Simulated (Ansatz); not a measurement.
Total energies of Li₅ from Ansatz at PBE0/def2-TZVP, gas phase (1 Eh = 27.2114 eV = 2625.5 kJ/mol). The reference geometry is relaxed at PBE/def2-TZVP.

Cartesian coordinates in Å:
```
Li -0.8019 -0.5429 -2.3826
Li 0.8373 0.5400 2.3698
Li 0.6488 1.4810 -0.5667
Li 0.7395 -1.5569 0.0941
Li -1.4238 0.0787 0.4854
```

| state | geometry | energy (Eh) |
| --- | --- | --- |
| charge 0 doublet | reference | -37.46158 |
| charge 1 singlet | reference | -37.30045 |
| charge 0 quartet | relaxed at PBE/def2-TZVP | -37.45650 |
| free Li atom (doublet) | – | -7.46705 |

(1) Work out the vertical ionisation energy to the singlet.

(2) Which of the charge 0 states is lowest, and how far above it are the others?

(3) What is the binding energy per atom against free atoms?

(1) E(charge 1 singlet) − E(charge 0 doublet) = -37.30045 − (-37.46158) = 0.16113 Eh = 4.38 eV. For comparison, −ε of the highest occupied level of the spin that leaves is 3.19 eV at this level, 1.19 eV less.

(2) The doublet. quartet: -37.45650 − (-37.46158) = 0.00508 Eh = 13.3 kJ/mol.

(3) Atoms: 5 × (-7.46705) = -37.33525 Eh. Binding: -37.33525 − (-37.46158) = 0.12633 Eh = 3.44 eV, or 0.69 eV for each of 5 atoms (no zero-point energy, no counterpoise term).

At PBE0/def2-TZVP the charge 0 doublet is spin-contaminated (final ⟨S²⟩ up to 0.99, 0.75 for a pure state). The restricted singlet is unstable towards broken spin symmetry in Hartree–Fock (as tested in another run); at PBE0/def2-TZVP this wasn't settled. 

The structure comes from a short search, and lower isomers may exist.
